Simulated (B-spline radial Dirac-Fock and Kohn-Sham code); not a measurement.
Dipole and non-dipole photoemission parameters of O 2p1/2

System: the O atom, configuration [He] 2s2 2p4; threshold 13.20 eV (orbital energy of the model). Level of theory: Dirac-Hartree-Slater photoionisation with a Latter tail; cross sections with all multipoles, angular parameters from the dipole term and its interference with E2; a radial B-spline solver.

For linearly polarised light dσ/dΩ = σ/(4π) [1 + β P₂(cos θ) + (δ + γ cos²θ) sin θ cos φ], with θ from the polarisation vector and φ the angle between the beam and the projection of the electron momentum on the plane normal to the polarisation.

```
hν (eV)    σ (kb)      β      γ      δ
   62.8      1090  1.456  0.050  0.008
   69.6       883  1.475  0.057  0.008
   70.7       855  1.477  0.059  0.008
   74.3       767  1.484  0.063  0.008
     80       650  1.492  0.070  0.008
   80.2       647  1.493  0.070  0.008
   91.7       472  1.502  0.084  0.009
    100       382  1.503  0.094  0.009
    124       219  1.491  0.123  0.011
    144       147  1.469  0.145  0.012
    150       131  1.461  0.151  0.012
    155       120  1.454  0.156  0.013
    165       101  1.440  0.165  0.013
    227      40.4  1.341  0.211  0.017
    400      7.15  1.103  0.292  0.030
    588         ?      ?      ?      ?
    600      1.93  0.906  0.348  0.045
    826     0.662  0.754  0.388  0.062
    873     0.548  0.728  0.395  0.065
    956     0.401  0.688  0.407  0.071
   1380     0.110  0.540  0.453  0.098
   1780    0.0440  0.457  0.489  0.119
   1820    0.0405  0.450  0.493  0.121
 2984.4   0.00638  0.308  0.594  0.173
   3510   0.00341  0.262  0.627  0.194
   3540   0.00330  0.260  0.629  0.196
   4810  0.000985  0.183  0.677  0.240
 5414.7  0.000615  0.160  0.695  0.258
   8560  9.91e-05  0.106  0.808  0.337
 9251.7  7.25e-05  0.098  0.836  0.352
```

Question: Give the values at 588 eV.

Answer: σ = 2.06 kb, β = 0.915, γ = 0.346, δ = 0.045.

Values without a named source are computed, but for edge energies of neutral atoms, which are taken from tables.
